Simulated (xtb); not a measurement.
xtb input (GFN2-xTB):

```bash
xtb mol.xyz --gfn 2 --sp --chrg -1 --uhf 0
```
mol.xyz:
```
2

Ba    -0.00000000    -0.00000000    -0.62886067
Cl     0.00000000     0.00000000     2.07154102
```

Output:

```
           -------------------------------------------------
          |                Calculation Setup                |
           -------------------------------------------------

           -------------------------------------------------
          |                 G F N 2 - x T B                 |
           -------------------------------------------------

        Reference                      10.1021/acs.jctc.8b01176
      * Hamiltonian:
        H0-scaling (s, p, d)           1.850000    2.230000    2.230000
        zeta-weighting                 0.500000
      * Dispersion:
        s8                             2.700000
        a1                             0.520000
        a2                             5.000000
        s9                             5.000000
      * Repulsion:
        kExp                           1.500000    1.000000
        rExp                           1.000000
      * Coulomb:
        alpha                          2.000000
        third order                    shell-resolved
        anisotropic                    true
        a3                             3.000000
        a5                             4.000000
        cn-shift                       1.200000
        cn-exp                         4.000000
        max-rad                        5.000000

          ...................................................
          :                      SETUP                      :
          :.................................................:
          :  # basis functions                  20          :
          :  # atomic orbitals                  18          :
          :  # shells                            6          :
          :  # electrons                        10          :
          :  max. iterations                   250          :
          :  Hamiltonian                  GFN2-xTB          :
          :  restarted?                      false          :
          :  GBSA solvation                  false          :
          :  PC potential                    false          :
          :  electronic temp.          300.0000000     K    :
          :  accuracy                    1.0000000          :
          :  -> integral cutoff          0.2500000E+02      :
          :  -> integral neglect         0.1000000E-07      :
          :  -> SCF convergence          0.1000000E-05 Eh   :
          :  -> wf. convergence          0.1000000E-03 e    :
          :  Broyden damping             0.4000000          :
          :  net charge                         -1          :
          :  unpaired electrons                  0          :
          ...................................................

 iter      E             dE          RMSdq      gap      omega  full diag
   1     -5.2166620 -0.521666E+01  0.163E+01    2.79       0.0  T
   2     -5.2365909 -0.199289E-01  0.196E+01    3.88       1.0  T
   3     -5.2242396  0.123512E-01  0.398E+01    3.00       1.0  T
   4     -5.2384607 -0.142210E-01  0.182E+00    3.87       1.0  T
   5     -5.2386935 -0.232808E-03  0.837E-01    3.88       1.0  T
   6     -5.2387591 -0.656353E-04  0.263E-01    3.91       1.0  T
   7     -5.2387836 -0.244581E-04  0.191E-01    3.93       1.0  T
   8     -5.2387980 -0.144592E-04  0.661E-02    3.95       1.1  T
   9     -5.2387985 -0.441118E-06  0.210E-02    3.95       3.4  T
  10     -5.2387986 -0.919584E-07  0.202E-03    3.95      35.1  T
  11     -5.2387986 -0.388090E-09  0.721E-04    3.95      98.0  T
  12     -5.2387986 -0.754437E-10  0.143E-04    3.95     495.1  T

   *** convergence criteria satisfied after 12 iterations ***

         #    Occupation            Energy/Eh            Energy/eV
      -------------------------------------------------------------
         1        2.0000           -0.8079640             -21.9858
         2        2.0000           -0.1992217              -5.4211
         3        2.0000           -0.1979855              -5.3875
         4        2.0000           -0.1979855              -5.3875
         5        2.0000           -0.0113253              -0.3082 (HOMO)
         6                          0.1338489               3.6422 (LUMO)
         7                          0.1338489               3.6422
         8                          0.1378705               3.7516
         9                          0.1378705               3.7516
        10                          0.1704938               4.6394
       ...                                ...                  ...
        18                          0.6191425              16.8477
      -------------------------------------------------------------
                  HL-Gap            0.1451741 Eh            3.9504 eV
             Fermi-level            0.0612618 Eh            1.6670 eV

 SCC (total)                   0 d,  0 h,  0 min,  0.005 sec
 SCC setup                      ...        0 min,  0.000 sec (  3.586%)
 Dispersion                     ...        0 min,  0.000 sec (  1.077%)
 classical contributions        ...        0 min,  0.000 sec (  0.708%)
 integral evaluation            ...        0 min,  0.001 sec ( 13.517%)
 iterations                     ...        0 min,  0.003 sec ( 57.913%)
 molecular gradient             ...        0 min,  0.001 sec ( 17.619%)
 printout                       ...        0 min,  0.000 sec (  4.837%)

         :::::::::::::::::::::::::::::::::::::::::::::::::::::
         ::                     SUMMARY                     ::
         :::::::::::::::::::::::::::::::::::::::::::::::::::::
         :: total energy              -5.238035646632 Eh    ::
         :: gradient norm              0.007844585225 Eh/a0 ::
         :: HOMO-LUMO gap              3.950389617781 eV    ::
         ::.................................................::
         :: SCC energy                -5.238798557957 Eh    ::
         :: -> isotropic ES            0.148583534420 Eh    ::
         :: -> anisotropic ES         -0.015162515499 Eh    ::
         :: -> anisotropic XC         -0.001554643821 Eh    ::
         :: -> dispersion             -0.001395480690 Eh    ::
         :: repulsion energy           0.000762911325 Eh    ::
         :: add. restraining           0.000000000000 Eh    ::
         :: total charge              -1.000000000000 e     ::
         :::::::::::::::::::::::::::::::::::::::::::::::::::::

           -------------------------------------------------
          |                Property Printout                |
           -------------------------------------------------

    * Orbital Energies and Occupations

         #    Occupation            Energy/Eh            Energy/eV
      -------------------------------------------------------------
         1        2.0000           -0.8079640             -21.9858
         2        2.0000           -0.1992217              -5.4211
         3        2.0000           -0.1979855              -5.3875
         4        2.0000           -0.1979855              -5.3875
         5        2.0000           -0.0113253              -0.3082 (HOMO)
         6                          0.1338489               3.6422 (LUMO)
         7                          0.1338489               3.6422
         8                          0.1378705               3.7516
         9                          0.1378705               3.7516
        10                          0.1704938               4.6394
        11                          0.2061455               5.6095
        12                          0.2061455               5.6095
        13                          0.3117579               8.4834
        14                          0.3117579               8.4834
        15                          0.3129690               8.5163
        16                          0.3139435               8.5428
Note: The following floating-point exceptions are signalling: IEEE_UNDERFLOW_FLAG IEEE_DENORMAL
normal termination of xtb
       ...                                ...                  ...
        18                          0.6191425              16.8477
      -------------------------------------------------------------
                  HL-Gap            0.1451741 Eh            3.9504 eV
             Fermi-level            0.0612618 Eh            1.6670 eV

     #   Z          covCN         q      C6AA      α(0)
     1  56 Ba       0.682    -0.150  4322.587   299.069
     2  17 Cl       0.682    -0.850   128.808    17.357

 Mol. C6AA /au·bohr⁶  :       5476.587426
 Mol. C8AA /au·bohr⁸  :    1459631.520088
 Mol. α(0) /au        :        316.426546

Wiberg/Mayer (AO) data.
largest (>0.10) Wiberg bond orders for each atom

 ---------------------------------------------------------------------------
     #   Z sym  total        # sym  WBO       # sym  WBO       # sym  WBO
 ---------------------------------------------------------------------------
     1  56 Ba   0.293 --     2 Cl   0.293
     2  17 Cl   0.293 --     1 Ba   0.293
 ---------------------------------------------------------------------------

molecular dipole:
                 x           y           z       tot (Debye)
 q only:        0.000       0.000      -3.150
   full:        0.000      -0.000      -2.102       5.343
molecular quadrupole (traceless):
                xx          xy          yy          xz          yz          zz
 q only:        6.620       0.000       6.620       0.000       0.000     -13.239
  q+dip:        7.718       0.000       7.718       0.000       0.000     -15.436
   full:        6.580      -0.000       6.580       0.000       0.000     -13.160

           -------------------------------------------------
          | TOTAL ENERGY               -5.238035646632 Eh   |
          | GRADIENT NORM               0.007844585225 Eh/α |
          | HOMO-LUMO GAP               3.950389617781 eV   |
           -------------------------------------------------

------------------------------------------------------------------------
------------------------------------------------------------------------
 total:
 SCF:
```

This state (charge -1, singlet) is run at the relaxed geometry of the species with charge 0 and multiplicity 2.
